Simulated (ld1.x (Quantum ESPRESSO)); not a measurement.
**Before and after: PAW potential for Cr (Z = 24)**

| Item | Value |
| --- | --- |
| Element | chromium (Cr) |
| Generator | ld1.x (Quantum ESPRESSO) 7.5 |
| Type | PAW |
| Functional | PBEsol |
| Relativity | scalar-relativistic |
| Frozen core | [Ne] 3s2 |
| Valence charge | 12 |
| Reference configuration | 3p6 3d4 4s0 4p0 (charge +2) |
| Partial waves | 4s (bound, empty): rcut 2.20, rcutus 2.70 bohr; 4s channel at 2.75 Ry: rcut 2.20, rcutus 2.70 bohr; 3p (bound): rcut 1.45, rcutus 1.90 bohr; 4p (bound, empty): rcut 1.45, rcutus 1.90 bohr; 3d (bound): rcut 1.00, rcutus 1.25 bohr; 3d channel at -0.8 Ry: rcut 1.00, rcutus 1.25 bohr |
| Local potential | all-electron potential smoothed inside 1.35 bohr (lloc = -1) |
| Core correction | a·sin(br)/r model core, default radius (core density twice the valence density) |
| Augmentation charge | BESSEL, radius 0.80 bohr |

Change: waves 3d (bound): rcut 1.00, rcutus 1.12 bohr; 3d channel at -0.8 Ry: rcut 1.00, rcutus 1.12 bohr.

Cutoffs: the cutoffs (Ry, on a coarse ladder) from which the occupation-weighted sum of valence levels, in a spherical-Bessel basis at the reference potential, stays within 10 and 1 mRy of its value at 400 Ry; they do not see the model core or the augmentation charge, which bear on the density cutoff. Errors are all-electron minus pseudo energies relative to the spin-unpolarised reference configuration.

Q: Predict the effect on cutoff, ghosts and configuration errors.

A: The potential gets harder (70 Ry and 110 Ry → 80 Ry and 140 Ry); both files keep a bound ghost (s); of the 7 tests that both files solve, the error grows in 3 and shrinks in 2 by more than 15 % and 0.3 meV (median size 9.8 → 15.2 meV). A smaller radius makes the pseudo-wave follow the all-electron one further in, where it bends more sharply, so more plane waves are needed.

```csv
quantity,base,changed
"cutoff, loose",70 Ry,80 Ry
"cutoff, tight",110 Ry,140 Ry
loose cutoff by channel (10 mRy a level),"p 21 Ry, d 55 Ry","p 21 Ry, d 70 Ry"
bound ghosts,s,s
"error for 3p6 3d5 4s1 4p0, meV [ΔE -22.89 eV]",-1.8,+13
"error for 3p6 3d5 4s0 4p0, meV [ΔE -16.01 eV]",-15,-15
"error for 3p6 3d3 4s0 4p0, meV [ΔE 30.71 eV]",-55,-54
"error for 3p6 3d4 4s1 4p0, meV [ΔE -14.88 eV]",+9.8,+37
"error for 3p6 3d4 4s1 4p1, meV [ΔE -19.35 eV]",+5.9,+27
"error for 3p6 3d5 4s0.5 4p0, meV [ΔE -20.18 eV]",-7.1,-1.2
"error for 3p6 3d5.5 4s0.5 4p0, meV [ΔE -22.16 eV]",-12,-7.5
s: phases at 2.94 bohr within 0.05 rad from the reference energy up to (Ry; the scan ends near 5),n/a,n/a
p: phases at 2.94 bohr within 0.05 rad from the reference energy up to (Ry; the scan ends near 5),2.2,2.2
d: phases at 2.94 bohr within 0.05 rad from the reference energy up to (Ry; the scan ends near 5),4.5,to the end of the scan
lowest overlap eigenvalue by channel,"s 0.21, p 0.75, d 0.90","s 0.21, p 0.75, d 0.89"
```

 A true bound ghost makes a file unfit for plane-wave use even where its test errors are small: the radial tests pick states by their node count and pass the ghost by.
